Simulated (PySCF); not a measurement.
Harmonic spectrum computed at B3LYP in the def2-TZVP basis family (core potentials from Rb on, PySCF, no spin–orbit coupling):

| symmetry | ω (cm⁻¹) | IR (km/mol, summed over degenerate members) |
| --- | --- | --- |
| e | 99 | 0.0 |
| t2 | 110 | 8.6 |
| a1 | 373 | 0.0 |
| t2 | 421 | 348 |

Which molecule gave it? In each, all ligands are bound to the one heavy central atom.
A. ZrCl₄ (singlet)
B. GeCl₄ (singlet)
C. MoCl₄ (triplet)
D. CCl₄ (singlet)
E. TiCl₄ (singlet)

A. It has Td symmetry with Zr–Cl 2.336 Å (×4).
